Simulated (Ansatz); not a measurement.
Basis-set extrapolation for C$_{2}$H$_{5}$FO$_{2}$Si, SMILES `CO[Si]1(F)CO1` (PBE0-D4/def2-TZVP geometry, frozen core, Ansatz 0.2.0). Multiplicity 1, RHF reference.

```
                      def2-TZVPP   def2-QZVPP
                 HF  -616.991729  -617.017314
    MP2 correlation    -1.166607    -1.260170
CCSD(T) correlation    -1.236859      not run
```

Energies in hartree. Use E(X) = E(∞) + A·exp(−7.88·√X) for Hartree–Fock and E(X) = E(∞) + B·X^(−2.97) for correlation, with X = 3 and 4, and add CCSD(T) minus MP2 of the smaller set to the MP2 limit.

**Question.** What is the CCSD(T) energy at the basis-set limit?

**Answer.** HF limit: -617.017314 + (-0.025585) × 0.13774 = -617.02084. MP2 limit: -1.260170 + (-0.093563) × 0.74074 = -1.32948. Higher-order term: -1.236859 − (-1.166607) = -0.07025. Total: -618.42057 hartree, 5.22 eV below CCSD(T)/def2-TZVPP.
